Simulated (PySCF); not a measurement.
**GaSI: breathing scan**

Level of theory: PBE0 in PySCF with Ga def2-TZVP, S def2-TZVP, I def2-TZVP with ECP28; scalar-relativistic core potentials, no spin–orbit coupling; density-fitted integrals.

Rigid scan from the singlet minimum (Ga–I 2.426 Å, Ga–S 2.013 Å; I–Ga–S 180.0°). Coordinate: all bonds to the central atom scaled together. Energies in kJ/mol from the minimum.

| scale of all bonds to the centre | E (kJ/mol) | dipole size (D) |
| --- | --- | --- |
| 0.88 | 181.9 | 3.47 |
| 0.92 | 70.3 | 3.53 |
| 0.96 | 15.4 | 3.54 |
| 1.00 | 0.0 | 3.50 |
| 1.04 | 11.8 | 3.41 |
| 1.08 | 41.5 | 3.26 |
| 1.14 | 105.3 | 2.94 |
| 1.22 | 204.1 | 2.36 |
| 1.35 | 354.9 | 1.19 |

At long bonds a restricted determinant can lie too high, and another spin state can fall below this curve.

Other isomers or separated fragments may lie lower.
